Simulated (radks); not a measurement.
Results of a calculation; reference values are marked as such.
Radial electron density D(r) = 4 pi r^2 rho(r) of an atom or ion with 64 electrons. Level of theory: Dirac Kohn-Sham, PBE, spin-unpolarised, spherical densities, finite nucleus; Fermi nuclear charge, rms radius of each element as measured or else 0.836 A^(1/3) + 0.57 fm (a radial shooting solver on a logarithmic mesh with Libxc functionals).

| r (bohr) | D(r) (e/bohr) |
|---|---|
| 0.001688 | 9.668 |
| 0.002306 | 15.51 |
| 0.00315 | 24.17 |
| 0.00427 | 35.85 |
| 0.005833 | 50.99 |
| 0.007905 | 67.11 |
| 0.0108 | 81.15 |
| 0.01464 | 87.43 |
| 0.02 | 84.07 |
| 0.02732 | 77.50 |
| 0.03702 | 81.84 |
| 0.05058 | 101.3 |
| 0.06855 | 113.0 |
| 0.09365 | 97.67 |
| 0.1269 | 85.14 |
| 0.1734 | 98.49 |
| 0.2369 | 85.23 |
| 0.321 | 47.14 |
| 0.4386 | 45.98 |
| 0.5944 | 46.11 |
| 0.812 | 24.63 |
| 1.101 | 13.35 |
| 1.503 | 8.522 |
| 2.054 | 3.619 |
| 2.784 | 1.415 |
| 3.803 | 0.8123 |
| 5.154 | 0.3655 |
| 7.041 | 0.07841 |
| 9.543 | 0.007356 |
| 13.04 | 0.0002055 |

What is the nuclear charge?

Answer. Z = 64. The innermost maximum, from 1s, lies near gamma/Z bohr with gamma = sqrt(1 - (Z/c)^2) = 0.884, here 0.0138 bohr (found: 0.0152), and its height grows with Z. The density is that of neutral gadolinium in [Xe] 4f7 5d1 6s2; the configuration itself is not fixed sharply by these data, and Z only to a few units. D(r) has 4 maxima, at r = 0.0152, 0.0675, 0.188, 0.515 bohr, and minima at 0.0294, 0.124, 0.371 bohr, inside which lie 2.01, 11.20, 29.33 electrons.
